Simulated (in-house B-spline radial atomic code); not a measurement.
Configurations of Sr III (Sr2+), with energies counted from [Ar] 3d10 4s2 4p6. Level of theory: scalar-relativistic (X2C) BHandHLYP, spin-polarised, spherical fractional occupations, Fermi nucleus of rms radius 4.224 fm; calculated with a radial B-spline atomic code at the basis-set limit. Caution: exact exchange at fractional occupations of open shells leaves self-interaction of up to several eV. Shells without spins written out take the highest spin.

Occupations are held fixed; configurations that lie above the ionisation limit could autoionise.

```
                                  configuration  E - E(ref) (eV)  highest orbital  its <r> (bohr)
[Ar] 3d10 4s2 4p(2 up, 3 down) 5s(0 up, 1 down)             26.4          5s down           3.372
                          [Ar] 3d10 4s2 4p5 4d1           27.458            4d up           2.409
                          [Ar] 3d10 4s2 4p5 5d1           36.738            5d up           5.845
                           [Ar] 3d9 4s2 4p6 5p1            153.1            5p up           3.989
                  [Ne] 3s2 3p5 3d10 4s2 4p6 4d1            281.7            4d up           2.309
                  [Ne] 3s2 3p5 3d10 4s2 4p6 4f1           293.15            4f up           5.861
```

Task: Order these further configurations by energy, lowest first.
A. [Ar] 3d9 4s2 4p6 5f1
B. [Ar] 3d10 4s2 4p(3 up, 2 down) 5f(1 up, 0 down)
C. [Ar] 3d10 4s1 4p6 5d1
D. [Ar] 3d(5 up, 4 down) 4s2 4p6 4f(1 up, 0 down)
E. [Ar] 3d10 4s(1 up, 0 down) 4p6 5d(0 up, 1 down)

Result: B (40.638 eV), C (55.225 eV), E (55.333 eV), D (160.27 eV), A (162.61 eV).

Task: How far above the reference does [Ar] 3d9 4s2 4p6 5s1 lie?

Result: 148 eV; its least bound orbital is 5s up with <r> = 3.314 bohr.

Task: How far above the reference does [Ne] 3s2 3p5 3d10 4s2 4p6 5d1 lie?

Result: 291.43 eV; its least bound orbital is 5d up with <r> = 5.718 bohr.
